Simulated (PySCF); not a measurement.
These 2 structures share the formula C2H8OSSi. Method: PySCF, PBE0-D3(BJ)/def2-SVP geometry optimisation, gas phase. Energies are electronic, without zero-point or thermal terms, for one conformer each. No frequencies were run at this level. Point groups hold within 0.08 Å.

**Question.** Rank from lowest to highest electronic energy at this level (kcal/mol).
A. `[CH3:1][O:2][SiH2:3][S:4][CH3:5]` with C1–O2–Si3–S4 48°, O2–Si3–S4–C5 -88°
B. `[CH3:1][O:2][CH2:3][SiH2:4][SH:5]` with C1–O2–C3–Si4 178°, O2–C3–Si4–S5 -53°, C3–Si4–S5–H 37°

**Answer.** A (0.0), B (25.2).

As drawn, the lower has an Si–O bond, which the higher lacks; the higher has an S–H bond and an Si–C bond, which the lower lacks.

```csv
SMILES,E (Eh),E rel (kcal/mol),dipole (D),point group,"A, B, C (MHz)"
CO[SiH2]SC,-843.21623,0.0,2.27,C1,"4675, 1988, 1636"
COC[SiH2]S,-843.17612,25.2,2.79,C1,"5368, 1631, 1325"
```
